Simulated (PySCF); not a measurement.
Several structures and their simulated spectra, in scrambled order.

A. `InChI=1S/C5H7FO2Si/c1-8-5-3-9(7)2-4(5)6/h2-3,7,9H,1H3/t9-/m0/s1`
B. `C1[Si@@H](C#C)CC=CC1=C`
C. SMILES Cn1ccnc1

Spectrum 1. $^{1}$H NMR (400 MHz, computed): δ 5.07 (m, 1H), 4.96 (m, 1H), 4.00 (m, 1H), 3.79 (s, 3H), 1.20 (br s, 1H). $^{13}$C{$^{1}$H} NMR (computed): δ 177.2 (C), 173.3 (C), 103.8 (CH), 91.0 (CH), 56.8 (CH3).

Spectrum 2. $^{1}$H NMR (400 MHz, computed): δ 7.30 (d, J = 1.6 Hz, 1H), 7.15 (d, J = 1.4 Hz, 1H), 6.86 (t, J = 1.5 Hz, 1H), 3.77 (s, 3H). $^{13}$C{$^{1}$H} NMR (computed): δ 140.3 (CH), 137.2 (CH), 122.6 (CH), 33.6 (CH3).

Spectrum 3. $^{1}$H NMR (400 MHz, computed): δ 6.41 (d, 1H), 6.10 (m, 1H), 5.20 (m, 1H), 5.14 (m, 1H), 4.55 (m, 1H), 2.12 (m, 1H), 2.10 (m, 1H), 1.92 (d, 1H), 1.83 (m, 1H), 1.71 (m, 1H). $^{13}$C{$^{1}$H} NMR (computed): δ 148.6 (C), 139.4 (CH), 134.6 (CH), 121.9 (CH2), 103.8 (CH), 89.6 (C), 23.4 (CH2), 15.0 (CH2).

PySCF 2.14 calculation with σ from GIAO-PBE0/pcSseg-1, structure optimised with GFN2-xTB and B3LYP/pcJ-1 coupling constants (spin–dipole term left out of most H,H and C,H couplings); no solvent, no relativistic terms, one conformer, fast rotation and ring inversion assumed for equivalent nuclei.

δ = σ(ref) − σ, references computed at the same level: $^{1}$H (31.72 ppm), $^{13}$C (186.93 ppm) vs TMS. Multiplet labels drop J under 1 Hz and among equivalent protons, and merge close values. Unscaled 3J(H,H) run several per cent high. Splittings of carbon signals by F and P are missing where no couplings were computed. Where no couplings were computed, multiplicities follow the n + 1 count of equivalent neighbours, and m marks all less simple cases (inequivalent or close neighbours, rings, F or P nearby). Shifts are as computed. Against solution values, carbons near 30 ppm lie about +3 ppm off and those near 130 ppm about +5 ppm. Of 1211 compounds with measured shifts, 218 miss one by over three times the rms of a fit or turn the order of signals round; such compounds aren't used in these exercises. OH and NH positions are gas-phase values without hydrogen bonding to other molecules.

Q: Which spectrum belongs to which compound?

A: 1–A, 2–C, 3–B.

- Spectrum 1 (A): 5 $^{13}$C signals; δC 173.3 is an alkene carbon bearing oxygen; δC 103.8 is an alkene CH.
- Spectrum 2 (C): 4 $^{13}$C signals; δC 33.6 is a methyl carbon bonded to N; δH 7.30 is the hydrogen on an aromatic CH next to a ring nitrogen.
- Spectrum 3 (B): 8 $^{13}$C signals; δC 148.6 is a fully substituted alkene carbon; δC 139.4 is an alkene CH.
